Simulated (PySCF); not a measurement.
Cartesian coordinates in Å; atom numbers follow the order of the lines, from 1:
```xyz
17

C     0.523   -1.819    0.838
C     0.406   -0.810   -0.023
C     1.236    0.433   -0.095
C     1.056    1.371    1.070
F    -0.215    1.780    1.198
F     1.402    0.803    2.232
F     1.810    2.461    0.919
S    -0.811   -0.958   -1.373
C    -2.177   -0.083   -0.559
O    -0.332   -0.034   -2.459
H    -0.114   -2.706    0.759
H     1.250   -1.789    1.654
H     0.980    0.967   -1.027
H     2.306    0.183   -0.147
H    -2.960    0.013   -1.323
H    -1.830    0.908   -0.239
H    -2.539   -0.671    0.296
```

Geometry: PBE0-D3(BJ)/def2-SVP; GIAO absolute shieldings from PySCF 2.14, gas phase, non-relativistic, averaged over equivalent atoms.

At HF/pcSseg-1 (212 basis functions, 19 s wall time on 1 thread of an Arm Neoverse V2, shared host):
```tsv
atoms	σ (ppm)
C2	39.0
C1	56.2
C4	77.5
C9	150.9
C3	167.1
F5/F6/F7	296.7
S8	267.7
O10	313.2
H12	25.27
H11	25.51
H13	27.30
H14	29.30
H15/H16/H17	29.34
```

**Question.** What do these become at PBE0/pcSseg-1?

**Answer.** 
```csv
atoms,σ at PBE0/pcSseg-1,change
C2,25.0,-14.0
C1,54.6,-1.6
C4,54.0,-23.5
C9,139.9,-11.0
C3,157.9,-9.2
F5/F6/F7,256.2,-40.5
S8,196.9,-70.8
O10,261.3,-51.9
H12,24.98,-0.29
H11,25.19,-0.32
H13,27.04,-0.26
H14,29.05,-0.25
H15/H16/H17,29.01,-0.33
```

The largest change is at S8 (sulfoxide sulfur). Cost: 212 basis functions, 37 s wall time on 1 thread of an Arm Neoverse V2, shared host. The order of the carbon signals changes between the two levels.
